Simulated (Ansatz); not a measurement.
`C[O][Mo]([F])(=[S])([Cl])[Cl]` → `[CH2]` (triplet) + `[OH][Mo]([F])(=[S])([Cl])[Cl]`  (formal loss of a carbene)

Calculated with Ansatz (gas phase, PBE0-D4/def2-TZVP geometries, no zero-point term in ΔE). CCSD(T)/CBS is the MP2 limit (def2-TZVPP, def2-QZVPP) plus CCSD(T) − MP2 in def2-TZVPP, frozen cores. This one scheme is used for every species. DFT in def2-TZVPP. Triplets are unrestricted, without spin–orbit coupling. def2 core potentials past Kr. For Mo outer-core shells are correlated without core-valence functions, which leaves a few kJ/mol of doubt a bond. Each species was taken in one conformer, which may not be the lowest.

```csv
level,ΔE (kJ/mol)
B97M-V,415.9
ωB97M-V,412.7
HF/def2-TZVPP,266.5
CCSD(T)/def2-TZVPP,405.5
```

What does CCSD(T)/CBS give? (An estimate is asked.)

Computed: +414.4 kJ/mol. The listed levels differ from it by 1.5, -1.7, -147.9, -8.9 kJ/mol.

Largest T1 diagnostic among the species: 0.024, so the coupled-cluster value is less sure than usual.

Leaving LDA and LC-ωPBE aside and taking each functional with its dispersion term where it has one, the values, not all of them listed here, spread over 38.5 kJ/mol, from r2SCAN0-D4 to ωB97X-V. LDA lies +73.6 kJ/mol from PBE without D4. From r2SCAN to r2SCAN0 (25 % exact exchange), in def2-TZVPP and without D4, ΔE moves by −7.3 kJ/mol.
